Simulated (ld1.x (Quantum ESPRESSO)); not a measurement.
**What the settings do to the TM semilocal potential of arsenic (As)**

Base potential:

arsenic, norm-conserving Troullier–Martins (semilocal form), made with ld1.x (Quantum ESPRESSO) 7.5 (PBE, scalar-relativistic). Core [Ne], reference 3s2 3p6 3d10 4s2 4p1 (charge +2). Waves: 3s (bound): rc 0.85 bohr; 3p (bound): rc 1.05 bohr; 3d (bound): rc 0.75 bohr. Local part: the d channel. Core correction: Bessel-smoothed model core inside 0.50 bohr.

Occupied shells without a wave of their own: 4p, 4s. They enter only through the test configuration that unscreens the potential, and ld1.x also counts them in the model core charge.

Cutoffs, loose and tight: the cutoffs (Ry, on a coarse ladder) from which the occupation-weighted sum of valence levels, in a spherical-Bessel basis at the reference potential, stays within 10 and 1 mRy of its value at 400 Ry. They do not see the model core or the augmentation charge, which bear on the density cutoff. Test errors are all-electron minus pseudo excitation energies from the reference, over the configurations 3s2 3p6 3d10 4s2 4p3; 3s2 3p6 3d10 4s2 4p2; 3s2 3p6 3d10 4s2 4p0; 3s2 3p6 3d10 4s2 4p2.5; 3s2 3p6 3d10 4s0 4p5; 3s2 3p6 3d10 4s2 4p3.3; 3s2 3p6 3d9 4s2 4p4. A dash means not determined; rows that change the core or the reference have their own tests.

With those shells counted twice in exchange and correlation these files are broken, and their errors move erratically; no question is asked of them.

Cutoffs are not given where the Bessel-basis levels miss the radial ones by over 6 mRy, ghosts where they miss by over 20 mRy; a channel whose overlap is not positive is not tested.

In the semilocal form every listed channel keeps its own potential, so the choice of the local channel does not act on these tests. It acts once the file is put into the separable form.

A semilocal file is local in each channel, so a ghost entry of none says nothing of the separable form that plane-wave codes build from it.

```tsv
change	outcome	cutoff, loose	cutoff, tight	bound ghosts	largest test error (meV)
base	generated, misses its reference levels by 1.44 eV	over 300 Ry	over 300 Ry	none	-3057
all radii but the core radius scaled by about 0.74 (s 0.62, p 0.78, d 0.56 bohr)	generated, misses its reference levels by 0.22 eV	–	–	not determined	-702
wave 3s (bound): rc 0.85 bohr becomes 3s (bound): rc 1.30 bohr	generated, misses its reference levels by 7.33 eV	–	–	none	-14677
reference 3s2 3p6 3d10 4s1 4p4	generated, misses its reference levels by 1.25 eV	over 300 Ry	over 300 Ry	none	-3141
type RRKJ, which also changes the form from semilocal to separable; local potential the s channel; rho0 0.01	generated, misses its reference levels by 1.44 eV	over 300 Ry	over 300 Ry	none	-2556
local potential the s channel	generated, misses its reference levels by 1.44 eV	over 300 Ry	over 300 Ry	none	-3058
core [Ar] 3d10, valence charge 5; reference 4s2 4p3; waves now 4s (bound): rc 1.40 bohr; 4p (bound): rc 1.55 bohr; local potential the p channel; core correction none	generated	40 Ry	80 Ry	none	+106
wave 3p (bound): rc 1.05 bohr becomes 3p (bound): rc 1.00 bohr	generated, misses its reference levels by 1.44 eV	over 300 Ry	over 300 Ry	none	-2901
wave 3d (bound): rc 0.75 bohr becomes 3d (bound): rc 0.54 bohr	generated, misses its reference levels by 1.44 eV	–	–	not determined	-3056
functional revPBE	generated, misses its reference levels by 1.44 eV	over 300 Ry	over 300 Ry	none	-3070
```
